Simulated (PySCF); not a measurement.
Harmonic spectrum computed at PBE0 in the lcecp-1/def2-TZVP basis family (core potentials from Rb on, PySCF, no spin–orbit coupling):

```
symmetry  ω (cm⁻¹)  IR (km/mol, summed over degenerate members)
      a1       213                                          707
       e       567                                          199
       e      1460                                         1484
      a1      1534                                         23.3
```

Question: Which molecule gave it? In each, all ligands are bound to the one heavy central atom.
A. PmH₃ (valence singlet (4f shell in the core))
B. TmH₃ (valence singlet (4f shell in the core))
C. ErH₃ (valence singlet (4f shell in the core))
D. LaH₃ (singlet)

Answer: B. It has C3v symmetry with Tm–H 1.969 Å (×3).
